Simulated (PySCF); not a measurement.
Electronic absorption of C5H6F2

Compound: C₅H₆F₂.
Cartesian coordinates in Å at the GFN2-xTB level; atoms count from 1:
```
atom  x, y, z in Å
F1     2.0556   -0.5442   -1.6062
C2     1.8493   -0.2743   -0.2676
C3     0.4255    0.0709   -0.0229
C4    -0.2520    1.1793    0.2796
C5    -1.5940    0.4993    0.3199
C6    -0.8232   -0.7806   -0.0922
F7    -0.8942   -1.8069    0.8157
H8     2.1366   -1.1809    0.2772
H9     2.5089    0.5602   -0.0089
H10    0.0282    2.2036    0.4412
H11   -2.0395    0.4231    1.3093
H12   -2.3358    0.8533   -0.3930
H13   -1.0699   -1.2023   -1.0698
```

The calculation used PySCF 2.14.0, density-fitted response routines, TDDFT wB97X-D/def2-SVPD, vertical, gas phase, core orbitals frozen in the response.

```json
{"state": "S1", "λ (nm)": "181.3", "E (eV)": "6.84", "f": "0.082", "|μ| (D)": "1.78", "main configurations (H = HOMO, L = LUMO)": "H-1→L (54%), H→L (43%)"}
{"state": "S2", "λ (nm)": "177.3", "E (eV)": "6.99", "f": "0.149", "|μ| (D)": "2.37", "main configurations (H = HOMO, L = LUMO)": "H→L (49%), H-1→L (42%)"}
{"state": "S3", "λ (nm)": "166.8", "E (eV)": "7.43", "f": "0.032", "|μ| (D)": "1.07", "main configurations (H = HOMO, L = LUMO)": "H-2→L (90%)"}
{"state": "S4", "λ (nm)": "155.3", "E (eV)": "7.98", "f": "0.0061", "|μ| (D)": "0.45", "main configurations (H = HOMO, L = LUMO)": "H-3→L (76%)"}
{"state": "S5", "λ (nm)": "153.9", "E (eV)": "8.06", "f": "0.022", "|μ| (D)": "0.85", "main configurations (H = HOMO, L = LUMO)": "H→L+1 (78%)"}
{"state": "S6", "λ (nm)": "145.7", "E (eV)": "8.51", "f": "0.050", "|μ| (D)": "1.24", "main configurations (H = HOMO, L = LUMO)": "H→L+2 (73%), H→L+3 (9%)"}
{"state": "S7", "λ (nm)": "142.9", "E (eV)": "8.68", "f": "0.039", "|μ| (D)": "1.09", "main configurations (H = HOMO, L = LUMO)": "H→L+3 (81%), H→L+2 (12%)"}
{"state": "S8", "λ (nm)": "140.2", "E (eV)": "8.84", "f": "0.0040", "|μ| (D)": "0.34", "main configurations (H = HOMO, L = LUMO)": "H-4→L (73%)"}
```

Triplets (Tamm–Dancoff): T1 4.35 eV, H→L (94%); T2 6.53 eV, H-1→L (92%); T3 7.19 eV, H-2→L (88%).

The lowest singlet comes at 181 nm (660 kJ/mol) in the vacuum ultraviolet; it is of moderate strength; its leading configuration is HOMO-1→LUMO (54%). The strongest level in the table is S2 at 6.99 eV (177 nm, f = 0.149). Löwdin shares by element: HOMO carbon 78% or more (atoms not listed hold the other 22%); LUMO carbon 70% or more, hydrogen 6% or more (atoms not listed hold the other 24%). Orbital energies (eV): HOMO-3 -11.84, HOMO-2 -11.29, HOMO-1 -10.91, HOMO -9.85, LUMO 1.22, LUMO+1 2.41, LUMO+2 2.78. The listed states span 2.00 eV, and the widest gap between neighbours is 0.55 eV (S3 to S4). The oscillator strengths of these states sum to 0.384; summed over the whole spectrum of an exact calculation they would give the number of electrons, 54 (Thomas–Reiche–Kuhn). No computed singlet lies in the visible range (380 to 750 nm); the lowest, at 181 nm, stands 3.58 eV above its violet end (3.26 eV). Only the lowest 8 singlets were computed, as vertical energies without vibronic structure.

One conformer stands for the species.
